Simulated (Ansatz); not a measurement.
Steps of a relaxation of CH₆OSi₂, SMILES `O=C[SiH2][SiH3]` with RKS PBE0-D4/def2-TZVP.

```sh
$ ansatz run in.yaml --threads 2 --pin off --events-out ev --progress --plain --max-ram 4352MiB
```

```yaml
crystal:
  periodic: [false, false, false]
  atoms:
    - {symbol: O, position_ang: [-1.223922, -0.498938, -2.258406]}
    - {symbol: C, position_ang: [-1.223743, 0.362512, -1.399545]}
    - {symbol: Si, position_ang: [0.383955, 0.786282, -0.378237]}
    - {symbol: Si, position_ang: [0.597047, -0.861227, 1.291223]}
    - {symbol: H, position_ang: [-2.180945, 0.925193, -1.141303]}
    - {symbol: H, position_ang: [0.258012, 2.153011, 0.246136]}
    - {symbol: H, position_ang: [1.565774, 0.745783, -1.306449]}
    - {symbol: H, position_ang: [1.822629, -0.614973, 2.129676]}
    - {symbol: H, position_ang: [0.700476, -2.211875, 0.637686]}
    - {symbol: H, position_ang: [-0.616182, -0.836967, 2.182219]}
basis:
  gaussian: {orbitals: def2-TZVP}
hamiltonian: {xc: pbe0, dispersion: d4}
relax: {f_tol: 0.005, max_steps: 150}
```

Positions (Å) and forces (eV/Å) along the path, 13 of 18 steps:

```xyz
10
step=1 energy=-18927.6361 eV
O    -1.224   -0.499   -2.258   -0.082    0.903    0.857
C    -1.224    0.363   -1.400   -0.147   -0.376   -0.427
Si    0.384    0.786   -0.378    0.045    0.042   -0.093
Si    0.597   -0.861    1.291   -0.014   -0.143    0.117
H    -2.181    0.925   -1.141    0.497   -0.404   -0.238
H     0.258    2.153    0.246   -0.011   -0.287   -0.170
H     1.566    0.746   -1.306   -0.267    0.023    0.173
H     1.823   -0.615    2.130   -0.260   -0.042   -0.185
H     0.700   -2.212    0.638   -0.018    0.287    0.148
H    -0.616   -0.837    2.182    0.256   -0.005   -0.183
10
step=2 energy=-18927.6721 eV
O    -1.213   -0.468   -2.254   -0.049    0.091    0.078
C    -1.212    0.366   -1.385    0.000    0.054    0.011
Si    0.390    0.774   -0.374   -0.082    0.050   -0.078
Si    0.590   -0.863    1.290    0.035   -0.043    0.060
H    -2.162    0.910   -1.129    0.152   -0.124   -0.054
H     0.246    2.134    0.225    0.017   -0.074   -0.015
H     1.549    0.745   -1.309   -0.062   -0.012    0.055
H     1.806   -0.609    2.114   -0.062   -0.019   -0.035
H     0.697   -2.203    0.649   -0.006    0.069    0.033
H    -0.609   -0.837    2.176    0.057    0.009   -0.055
10
step=3 energy=-18927.6717 eV rejected
O    -1.216   -0.458   -2.261    0.014    0.016   -0.133
C    -1.208    0.380   -1.398   -0.044   -0.133    0.268
Si    0.384    0.771   -0.376    0.016    0.061   -0.072
Si    0.596   -0.859    1.291   -0.039   -0.019   -0.012
H    -2.160    0.892   -1.117    0.021    0.057   -0.065
H     0.247    2.124    0.230    0.008    0.011    0.007
H     1.542    0.735   -1.304    0.022    0.005   -0.002
H     1.805   -0.612    2.119    0.008    0.020   -0.006
H     0.699   -2.196    0.653    0.002   -0.014    0.002
H    -0.605   -0.827    2.167   -0.007   -0.004    0.014
10
step=4 energy=-18927.6746 eV
O    -1.214   -0.459   -2.259   -0.019   -0.028   -0.042
C    -1.211    0.368   -1.386    0.035    0.059    0.053
Si    0.386    0.771   -0.374   -0.033    0.018   -0.034
Si    0.593   -0.862    1.291    0.005   -0.010    0.015
H    -2.157    0.905   -1.129    0.016   -0.027   -0.003
H     0.245    2.127    0.226    0.006   -0.014    0.005
H     1.542    0.741   -1.306   -0.010   -0.007    0.010
H     1.805   -0.609    2.115   -0.007    0.000   -0.004
H     0.699   -2.200    0.653    0.000    0.007    0.007
H    -0.605   -0.833    2.172    0.006    0.003   -0.008
10
step=8 energy=-18927.6771 eV
O    -1.197   -0.333   -2.370   -0.005    0.001   -0.009
C    -1.207    0.367   -1.391   -0.043    0.013    0.019
Si    0.394    0.758   -0.390    0.007    0.000   -0.010
Si    0.586   -0.853    1.299    0.010   -0.006    0.002
H    -2.177    0.783   -1.021    0.037   -0.013   -0.012
H     0.265    2.114    0.211   -0.007    0.006    0.003
H     1.550    0.712   -1.321    0.004   -0.003    0.006
H     1.796   -0.592    2.122    0.000    0.000    0.003
H     0.687   -2.203    0.687    0.001   -0.001    0.002
H    -0.614   -0.804    2.176   -0.004    0.004   -0.003
10
step=9 energy=-18927.6766 eV rejected
O    -1.200   -0.291   -2.404   -0.013    0.096    0.210
C    -1.208    0.363   -1.391   -0.063   -0.004   -0.207
Si    0.396    0.751   -0.394    0.015   -0.036    0.002
Si    0.588   -0.853    1.302   -0.001    0.002    0.009
H    -2.180    0.759   -0.998    0.074   -0.065   -0.016
H     0.263    2.107    0.206   -0.004    0.000   -0.002
H     1.552    0.701   -1.323   -0.006    0.007    0.002
H     1.796   -0.585    2.128   -0.003    0.000    0.001
H     0.692   -2.209    0.703    0.000    0.004   -0.001
H    -0.616   -0.795    2.173    0.001   -0.005    0.003
10
step=10 energy=-18927.6772 eV
O    -1.201   -0.312   -2.386   -0.005    0.053    0.035
C    -1.207    0.370   -1.394   -0.029   -0.077   -0.004
Si    0.396    0.754   -0.394    0.013    0.012   -0.015
Si    0.588   -0.853    1.300   -0.012   -0.003    0.002
H    -2.178    0.767   -1.004    0.029    0.006   -0.022
H     0.263    2.110    0.208    0.004    0.001    0.003
H     1.554    0.706   -1.321   -0.001    0.005    0.001
H     1.795   -0.589    2.127   -0.001    0.004   -0.002
H     0.690   -2.206    0.696    0.001    0.002    0.000
H    -0.616   -0.798    2.171    0.001   -0.003    0.002
10
step=11 energy=-18927.6775 eV
O    -1.207   -0.295   -2.398    0.001   -0.003   -0.005
C    -1.208    0.368   -1.393    0.007    0.004    0.000
Si    0.398    0.750   -0.397    0.003   -0.003    0.002
Si    0.586   -0.853    1.301    0.002    0.002   -0.002
H    -2.176    0.758   -0.994   -0.006    0.002    0.006
H     0.266    2.106    0.205   -0.002   -0.002   -0.001
H     1.557    0.703   -1.324   -0.004   -0.002    0.000
H     1.791   -0.582    2.130    0.000    0.000    0.002
H     0.696   -2.208    0.702    0.000    0.000    0.000
H    -0.620   -0.800    2.170   -0.001    0.000   -0.001
10
step=12 energy=-18927.6776 eV
O    -1.208   -0.286   -2.403   -0.002    0.000   -0.002
C    -1.209    0.368   -1.393    0.002    0.001    0.002
Si    0.399    0.748   -0.398    0.000   -0.001    0.000
Si    0.587   -0.852    1.302    0.000    0.001   -0.001
H    -2.176    0.752   -0.987    0.000   -0.001    0.000
H     0.267    2.105    0.203    0.001    0.000    0.000
H     1.557    0.700   -1.326    0.000   -0.001   -0.001
H     1.789   -0.579    2.133   -0.001    0.000    0.001
H     0.699   -2.208    0.705    0.001    0.000    0.000
H    -0.622   -0.800    2.168    0.000    0.000   -0.001
10
step=14 energy=-18927.6776 eV
O    -1.212   -0.267   -2.414   -0.002    0.003    0.007
C    -1.209    0.369   -1.392    0.000    0.001   -0.002
Si    0.401    0.745   -0.401   -0.001   -0.002   -0.001
Si    0.586   -0.852    1.303    0.000    0.000    0.001
H    -2.176    0.740   -0.972    0.001   -0.003   -0.004
H     0.273    2.102    0.199    0.000    0.001    0.001
H     1.557    0.693   -1.330    0.002    0.000   -0.002
H     1.783   -0.572    2.140   -0.001    0.000    0.000
H     0.706   -2.209    0.710    0.001    0.000    0.000
H    -0.627   -0.801    2.162    0.000    0.000    0.000
10
step=15 energy=-18927.6776 eV
O    -1.214   -0.266   -2.414    0.001   -0.002   -0.005
C    -1.210    0.369   -1.392    0.002    0.001    0.007
Si    0.402    0.745   -0.402    0.001    0.000    0.000
Si    0.586   -0.851    1.303    0.001   -0.001   -0.002
H    -2.176    0.738   -0.969   -0.003    0.002    0.000
H     0.276    2.103    0.198   -0.001    0.000   -0.001
H     1.558    0.692   -1.332    0.000    0.000    0.000
H     1.780   -0.570    2.143   -0.001    0.001    0.000
H     0.710   -2.208    0.709    0.000   -0.001    0.001
H    -0.629   -0.803    2.159   -0.001    0.000   -0.001
10
step=17 energy=-18927.6776 eV
O    -1.215   -0.266   -2.412    0.001   -0.004   -0.007
C    -1.210    0.370   -1.391   -0.002    0.002    0.007
Si    0.403    0.745   -0.402    0.001    0.000   -0.002
Si    0.586   -0.852    1.302    0.000    0.001    0.001
H    -2.176    0.740   -0.968    0.001    0.001    0.000
H     0.277    2.103    0.196    0.000   -0.001    0.001
H     1.558    0.690   -1.333   -0.001    0.000    0.000
H     1.778   -0.568    2.146    0.000    0.000    0.000
H     0.714   -2.208    0.710    0.000    0.000    0.000
H    -0.631   -0.806    2.155    0.000    0.000    0.000
10
step=18 energy=-18927.6776 eV
O    -1.216   -0.267   -2.412    0.000    0.001    0.001
C    -1.210    0.370   -1.390   -0.001   -0.001   -0.001
Si    0.403    0.744   -0.403    0.000    0.001   -0.001
Si    0.587   -0.852    1.302    0.000   -0.001    0.001
H    -2.176    0.743   -0.969    0.000    0.000    0.000
H     0.278    2.102    0.197    0.000    0.000    0.000
H     1.558    0.690   -1.333    0.000    0.000    0.000
H     1.777   -0.566    2.146    0.000    0.000    0.000
H     0.716   -2.208    0.710    0.000    0.000    0.000
H    -0.632   -0.807    2.154    0.000    0.000    0.000
```

Run time 60 s (2 threads of an Arm Neoverse V2 on a shared host); peak host memory 0.38 GiB.
